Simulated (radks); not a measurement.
Task: Species: Zr2+. Configuration: [Kr] 5p2 (not the ground configuration). All-electron calculation, scalar-relativistic Kohn-Sham, LDA (Slater exchange, Perdew-Wang correlation), spin-polarised, spherical densities, finite nucleus; open shells are filled with parallel spins first (spin-orbit coupling, left out, can overturn this in heavy ions); Fermi nuclear charge, rms radius 4.2694 fm. Program: a radial shooting solver on a logarithmic mesh with Libxc functionals. Some entries of the table are withheld. Estimate them.

orbital  occ.  eigenvalue (eV)  r(max) (bohr)  <r> (bohr)
1s up       1        -17823.38        0.02417     0.03711
1s down     1        -17823.33        0.02417     0.03711
2s up       1        -2491.977         0.1372      0.1628
2s down     1        -2491.944         0.1372      0.1628
2p up       3        -2226.742         0.1095      0.1418
2p down     3        -2226.697         0.1095      0.1418
3s up       1        -428.5997         0.4087      0.4593
3s down     1        -428.5429         0.4087      0.4593
3p up       3        -342.2094         0.4024      0.4627
3p down     3        -342.1469         0.4024      0.4626
3d up       5        -199.9620            (1)         (2)
3d down     5        -199.8962            (3)         (4)
4s up       1         -78.3874          1.070       1.195
4s down     1         -78.1863          1.070       1.193
4p up       3         -55.8464          1.164       1.330
4p down     3         -55.6072          1.164       1.326
5p up       2              (5)          3.146       3.419
5p down     0              (6)          3.134       3.471

Result: 
(1) 3d up r(max) (bohr): 0.3465
(2) 3d up <r> (bohr): 0.4525
(3) 3d down r(max) (bohr): 0.3465
(4) 3d down <r> (bohr): 0.4524
(5) 5p up eigenvalue (eV): -15.5952
(6) 5p down eigenvalue (eV): -14.0222
